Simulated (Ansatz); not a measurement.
`O[B](F)[InH2]` + `N[SiH3]` → `N[SiH2][InH2]` + `OBF` at 298.15 K and 1 bar (formal exchange of groups at the In–B bond).

Isolated molecules relaxed with PBE0-D4/def2-TZVP in Ansatz; ΔE leaves out vibrations. CCSD(T)/CBS adds triple-zeta CCSD(T) − MP2 to the extrapolated MP2 energy (def2 sets, frozen cores). This one scheme is used for every species. Elements past krypton have def2 core potentials. For In outer-core shells are correlated without core-valence functions, which leaves a few kJ/mol of doubt a bond. Each species was taken in one conformer, which may not be the lowest.

```tsv
species	CCSD(T)/CBS energy (Eh)	H − E (kJ/mol)	S (J/(mol·K))
`O[B](F)[InH2]`	-391.45169	105.9	342.0
`N[SiH3]`	-346.80422	145.7	264.3
`N[SiH2][InH2]`	-537.19857	163.8	349.4
`OBF`	-201.07426	91.0	252.9
```

H − E and S are ideal-gas, rigid-rotor, harmonic terms from PBE0-D4/def2-TZVP, for one conformer and one mirror image of each species. 1 Eh = 2625.50 kJ/mol, R = 8.31446 J/(mol·K).

Question: By hand: ΔE, ΔH, ΔS and ΔG.

Answer: ΔE = (-537.19857) + (-201.07426) − (-391.45169) − (-346.80422) = -0.01692 Eh = -44.4 kJ/mol. Δ(H − E) = 163.8 + 91.0 − 105.9 − 145.7 = 3.2, so ΔH = -41.2 kJ/mol. ΔS = 349.4 + 252.9 − 342.0 − 264.3 = -4.0 J/(mol·K). ΔG = -41.2 − 298.15 × (-4.0)/1000 = -40.0 kJ/mol.

Question: By hand: the equilibrium constant, and the temperature at which ΔG would vanish if ΔH and ΔS stayed fixed.

Answer: log₁₀ K = −ΔG/(RT ln 10) = 7.0. ΔG = 0 at ΔH/ΔS = 10300 K, far beyond where these terms or the molecules hold.

The number of gas molecules stays the same, so ΔS is small and ΔH decides. A doubt of 5 kJ/mol in ΔE shifts log₁₀ K by 0.9 here. Other conformers and mirror images would add mixing entropy, several J/(mol·K) or more a flexible species. Modes under 60 cm⁻¹, often nearly free rotors, make the harmonic entropy too high. These are equilibria of isolated gas molecules and say nothing of rates. Largest T1 diagnostic: 0.014 (customary marks: 0.02 for closed shells, 0.045 for open ones).
